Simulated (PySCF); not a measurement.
**`O=[P@H](CC#C)C#C`, C$_{5}$H$_{5}$OP**

Cartesian coordinates in Å; atom numbers follow the order of the lines, from 1:
```xyz
12

C    -2.0718    1.3651   -0.1579
C    -1.4153    0.4549   -0.5730
C    -0.5990   -0.6484   -1.0068
P     0.5257   -1.2020    0.3337
O     1.3200   -2.3846    0.0035
C     1.4606    0.2419    0.7447
C     2.1614    1.1905    0.9711
H    -2.6591    2.1656    0.1795
H    -1.2104   -1.5100   -1.2964
H     0.0293   -0.3677   -1.8603
H    -0.2938   -1.3389    1.4511
H     2.7537    2.0330    1.1847
```

Method used: GIAO mPW1PW91/ANO-RCC-VDZP magnetisability, rotational g tensor and spin-rotation constants, non-relativistic, gas phase (PySCF). Geometry: GFN2-xTB.

What are the magnetisability and the molar susceptibility?

Isotropic -1085 × 10⁻³⁰ J/T², or -65.4 × 10⁻⁶ cm³/mol; principal values -1195, -1066, -995 × 10⁻³⁰ J/T², anisotropy 176 × 10⁻³⁰ J/T² (root of half the summed squared differences of the principal values). The susceptibility is in cgs units.

Split it along the inertial axes a, b, c into diamagnetic and paramagnetic parts about the centre of mass, with the quadrupole moment.


| axis | χ (10⁻⁶ cm³/mol) | diamagnetic (10⁻⁶ cm³/mol) | paramagnetic (10⁻⁶ cm³/mol) | summed x² of all electrons (Å²) | quadrupole Θ (D Å) |
| --- | --- | --- | --- | --- | --- |
| a | -67.9 | -486.2 | 418.3 | 149.9 | -10.18 |
| b | -66.8 | -722.1 | 655.3 | 94.3 | +9.02 |
| c | -61.3 | -1035.7 | 974.4 | 20.3 | +1.17 |

Anisotropies 2χaa − χbb − χcc = -7.7 and 2χbb − χaa − χcc = -4.4 × 10⁻⁶ cm³/mol. Θ is traceless in Buckingham's convention.

And the rotational g tensor?


| axis | rotational constant (GHz) | g | nuclear part | electronic part |
| --- | --- | --- | --- | --- |
| a | 2.9810 | -0.0110 | 0.5747 | -0.5857 |
| b | 1.8210 | -0.0173 | 0.5433 | -0.5606 |
| c | 1.2148 | -0.0121 | 0.5440 | -0.5561 |

Asymmetric top; isotopes 12C, 1H, 16O, 31P; no vibrational averaging.
